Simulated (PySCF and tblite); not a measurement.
Values are calculated unless marked as measured or tabulated.
System: C₆H₁₃N, numbered as in [CH3:1][C@@H:2]1[CH2:3][CH2:4][N:5]([CH3:6])[CH2:7]1.

For the pyramidal inversion at N5: electronic barrier 4.19 kcal/mol, zero-point change -1.18 kcal/mol, thermal and entropy terms at 400 K a further 0.07 kcal/mol (symmetry numbers apart). The minimum is C1, the saddle C1. Level: PBE0/pcSseg-1 + D3(BJ) on GFN2-xTB stationary points, with GFN2-xTB thermal terms. Rate constants are transition-state-theory values, counting equivalent paths, without tunnelling. Programs: tblite and PySCF.

Q: How many equivalent paths lead out of the minimum?

A: 1: the symmetry number of the minimum is 1, that of the saddle displaced along its mode 1.

Q: Work out the rate at 400 K.

A: ΔG‡ = 3.08 kcal/mol; k_B T/h = 8.3×10¹² s⁻¹; exp(−ΔG‡/RT) = 0.021; times 1 gives k = 1.7×10¹¹ s⁻¹. Wigner's tunnelling factor for the 295i cm⁻¹ mode would be 1.05.
